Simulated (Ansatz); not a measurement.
`Cl[SiH2]BBr` + `C[SiH2]N` → `C[SiH2]N[SiH2]Cl` + `BBr`  (cleavage of the Si–B bond)

Computed with Ansatz on PBE0-D4/def2-TZVP structures; ΔE is electronic, products minus reactants. CBS: MP2 limit from def2 TZ/QZ plus the TZ coupled-cluster correction, frozen cores. Functionals use def2-TZVPP. For Br outer-core shells are correlated without core-valence functions, which leaves a few kJ/mol of doubt a bond. Scalar relativity is left out up to krypton. One conformer a species, not always the lowest.

`Cl[SiH2]BBr`:

Cartesian coordinates in Å:
```
Cl 1.920 0.806 1.409
Si 0.467 0.685 -0.048
B -0.620 -0.995 0.128
Br -2.016 -1.239 -1.135
H 1.140 0.719 -1.372
H -0.410 1.878 0.078
H -0.481 -1.855 0.939
```

`C[SiH2]N`:

Z-matrix (Å, degrees):
```
C
Si 1 1.871
H 1 1.093 2 111.2
H 1 1.094 2 110.5 3 119.8
H 1 1.093 2 111.2 3 -120.4
N 2 1.720 1 116.4 3 60.2
H 2 1.489 1 108.4 3 -179.4
H 2 1.489 1 108.4 3 -60.3
H 6 1.007 2 120.7 1 73.7
H 6 1.007 2 120.7 1 -73.5
```

`C[SiH2]N[SiH2]Cl`:

Z-matrix (Å, degrees):
```
C
Si 1 1.863
H 1 1.093 2 111.1
H 1 1.094 2 110.7 3 -119.8
H 1 1.093 2 110.6 3 120.0
N 2 1.739 1 113.1 3 -61.0
H 2 1.489 1 109.5 3 60.3
H 2 1.486 1 110.3 3 -179.0
Si 6 1.705 2 127.1 1 -95.3
H 6 1.011 2 116.0 1 69.3
Cl 9 2.070 6 113.1 2 78.8
H 9 1.480 6 109.7 2 -163.1
H 9 1.477 6 109.3 2 -38.8
```

`BBr`:

```xyz
4

B    -0.040    0.139   -0.132
Br    0.344   -1.205    1.142
H    -0.625   -0.180   -1.115
H     0.321    1.246    0.105
```

```json
{"level": "BHLYP-D4", "ΔE (kJ/mol)": "-100.5"}
{"level": "CCSD/CBS(def2)", "ΔE (kJ/mol)": "-93.9"}
```

Question: What does CCSD(T)/CBS give? (An estimate is asked.)

Answer: Computed: -93.1 kJ/mol. The listed levels differ from it by -7.4, -0.8 kJ/mol.

Largest T1 diagnostic among the species: 0.011.

From r2SCAN to r2SCAN0 (25 % exact exchange), in def2-TZVPP and without D4, ΔE moves by −3.1 kJ/mol. The D4 term adds −6.0 kJ/mol with B3LYP and −3.6 kJ/mol with PBE0; it sums over pairs of atoms, weighted by their polarisabilities, and B3LYP, whose exchange is more repulsive, gets the larger term. Leaving LDA and LC-ωPBE aside and taking each functional with its dispersion term where it has one, the values, not all of them listed here, spread over 22.7 kJ/mol, from BHLYP-D4 to PBE-D4. LDA lies −5.0 kJ/mol from PBE without D4.

B3LYP here is the variant with VWN-RPA as its local correlation; programs differ in this.
